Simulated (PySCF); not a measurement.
Atoms are numbered as in `[CH3:1][SiH2:2][O:3][SiH2:4][CH3:5]` (H(Xn): hydrogen on atom n).

Geometry: PBE0-D3(BJ)/def2-SVP; GIAO shifts from PySCF 2.14, gas phase, non-relativistic, averaged over equivalent atoms.

At PBE/pcSseg-1 (149 basis functions, 19 s wall time on 1 thread of an Arm Neoverse V1, shared host):
| atoms | δ (ppm) |
| --- | --- |
| C1/C5 | 1.1 |
| Si2/Si4 | -17.5 |
| O3 | 40.9 |
| H(Si2)/H(Si4) | 5.29 |
| H(C1)/H(C5) | 0.30 |

Scale: 13C (180.03 ppm), 29Si (334.61 ppm), 1H (31.20 ppm) against TMS; 17O (334.63 ppm) vs H2O (reference shieldings calculated alike).

Estimate the result of repeating the calculation with KT3/pcSseg-1.

## Answers


```json
{"atoms": "C1/C5", "δ at KT3/pcSseg-1": "1.4", "change": "+0.3"}
{"atoms": "Si2/Si4", "δ at KT3/pcSseg-1": "-19.1", "change": "-1.6"}
{"atoms": "O3", "δ at KT3/pcSseg-1": "32.0", "change": "-8.9"}
{"atoms": "H(Si2)/H(Si4)", "δ at KT3/pcSseg-1": "5.01", "change": "-0.28"}
{"atoms": "H(C1)/H(C5)", "δ at KT3/pcSseg-1": "0.29", "change": "-0.01"}
```

References, each an isolated molecule treated in the same way: 13C (σ = 182.31 ppm) and 29Si (σ = 365.51 ppm) and 1H (σ = 31.32 ppm) vs TMS; 17O (σ = 329.03 ppm) vs H2O.

The largest change is at O3 (oxygen bonded to 2 Si). Cost: 149 basis functions, 20 s wall time on 1 thread of an Arm Neoverse V1, shared host.

Experimental scales use liquid or dissolved standards, which lie at an offset from isolated H2O (liquid H2O: subtract about 36 ppm).
